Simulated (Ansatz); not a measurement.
HB, singlet, at a GFN2-xTB geometry; PBE/6-311+G(2d,p) in Ansatz (an electronic-structure program).

Ansatz was given this input:
Ansatz 0.2 input:
```yaml
crystal:
  periodic: [false, false, false]
  atoms:
    - {symbol: B, position_ang: [-0.00000000, -0.00000000, -0.19417233]}
    - {symbol: H, position_ang: [0.00000000, 0.00000000, 0.97086163]}
basis:
  gaussian:
    orbitals: 6-311+G_2d_p_.json
hamiltonian:
  xc: pbe
```
The basis file holds 6-311+G(2d,p) in the JSON format of the Basis Set Exchange.

The log (banner, timings and long lists left out):

```
Functional definition: PBE
261 factors; their error is unknown
mean field evaluation 1: about -686.1657 eV, gradient 1.1e1 eV
mean field evaluation 2: about -686.5113 eV, gradient 6.2e0 eV
mean field evaluation 4: about -686.6813 eV, gradient 1.2e-1 eV
mean field evaluation 8: about -686.6768 eV, gradient 9.3e-3 eV
mean field -686.67680411 eV, -25.2349071049 hartree, gradient 4.4e-5 eV, S^2 0.000000; 0 other end points of the search recorded, 0 dependent functions left out
reference -686.67684181 eV, -25.2349084901 hartree; 3, 3 occupied and 30, 30 virtual orbitals, 261 factors
Total energy: -686.67684181 eV, -25.2349084901 hartree
```
